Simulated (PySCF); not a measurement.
Te(SH)2 (H2S2Te), SMILES S[Te]S. The structure is a stationary point at B3LYP-D3(BJ)/def2-SVP. The def2 effective core potentials stand for the cores of Te; spin–orbit coupling is left out. One conformer was computed; it need not be the lowest.

Computed with B3LYP-D3(BJ)/def2-SVP (PySCF).

Harmonic wavenumbers (cm⁻¹): 119, 301, 314, 327, 345, 750, 760, 2652, 2652. Rotational constants (GHz): 4.859, 2.055, 1.474; symmetry number 2.

**Question.** Work out the zero-point energy and the ideal-gas rigid-rotor harmonic-oscillator thermochemistry at 298.15 K and 1 atm.

**Answer.** ZPE = ½ Σ hcν = ½ × 8219 cm⁻¹ = 11.75 kcal/mol. H − E(el) = 15.66 kcal/mol. Entropy in cal/(mol K): translation 41.69, rotation 26.10, vibration 8.83, total 76.63. G − E(el) = -7.18 kcal/mol. Cp = 17.87 cal/(mol K). Modes under 150 cm⁻¹ make the vibrational entropy uncertain.
